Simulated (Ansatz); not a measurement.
Total energies of F₂H₄N₂Si, SMILES `N[Si](N)(F)F`.

```
atom    x (Å)    y (Å)    z (Å)
  N1  -0.8275  -0.2509   1.1673
 Si2   0.3594  -0.3681  -0.0214
  N3   0.2038   0.8897  -1.1301
  F4   1.7331  -0.4461   0.7780
  F5   0.3558  -1.6932  -0.9024
  H6  -1.7981  -0.1358   0.9323
  H7  -0.6948  -0.6455   2.0827
  H8   0.1273   1.8470  -0.8328
  H9   0.5411   0.8030  -2.0735
```

Charge 0, multiplicity 1. The structure was optimised at the PBE0-D4/def2-TZVP level. It is one conformer, not always the lowest. Basis def2-TZVPP, the Gaussian-basis code of Ansatz.

RPA on PBE orbitals: Hartree–Fock energy of these orbitals -599.36898 Eh, correlation -1.59574 Eh (frozen core).

```csv
functional,energy without D4 (Eh),D4 term (kJ/mol)
LDA (SPW92),-598.13637,–
PBE,-600.98823,-17.0
revPBE,-601.28691,-55.1
PBE0,-601.02614,-14.2
B3LYP,-601.48949,-27.6
r2SCANh,-601.28434,-4.2
r2SCAN0,-601.25902,-4.7
HSE06 (plane-wave form),-601.00607,-13.1
BHLYP,-601.33825,-20.1
CAM-B3LYP,-601.38999,-14.2
LC-ωPBE,-601.20554,–
ωB97X-V,-601.31763,–
ωB97M-V,-601.36338,–
B2PLYP,-601.16324,–
```

Give the same for BLYP, r2SCAN, B97M-V, PBE-QIDH. (Estimate.)

The calculation gave: 
| functional | energy without D4 (Eh) | D4 term (kJ/mol) |
| --- | --- | --- |
| BLYP | -601.40953 | -38.3 |
| r2SCAN | -601.30194 | -4.0 |
| B97M-V | -601.30272 | – |
| PBE-QIDH | -600.91245 | – |

B3LYP takes the VWN-RPA correlation (the form of Gaussian; ORCA's B3LYP/G). HSE06 is the plane-wave form, built on full-range PBE exchange. The double hybrids freeze the cores in their second-order part.

LC-ωPBE has ω = 0.4 bohr⁻¹.
